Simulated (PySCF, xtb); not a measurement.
Si(Cl)3(OMe) (CH3Cl3OSi), SMILES CO[Si](Cl)(Cl)Cl. One conformer was computed; it need not be the lowest.

Harmonic wavenumbers (cm⁻¹) from GFN2-xTB in xtb at its own minimum, in rising order: 49, 97, 106, 132, 137, 185, 236, 298, 409, 513, 564, 774, 1124, 1125, 1149, 1406, 1466, 1469, 2978, 2984, 3014.

**Question.** What does PySCF with PBE0-D3(BJ)/def2-SVP give at its own minimum? (Estimate from the structure and the level; the computed values follow.)

**Answer.** 59, 104, 121, 165, 169, 223, 287, 320, 456, 626, 655, 836, 1171, 1178, 1222, 1471, 1475, 1476, 3040, 3131, 3171. Paired by order, the mean absolute difference is 54 cm⁻¹ and the zero-point energies are 28.9 and 30.5 kcal/mol.
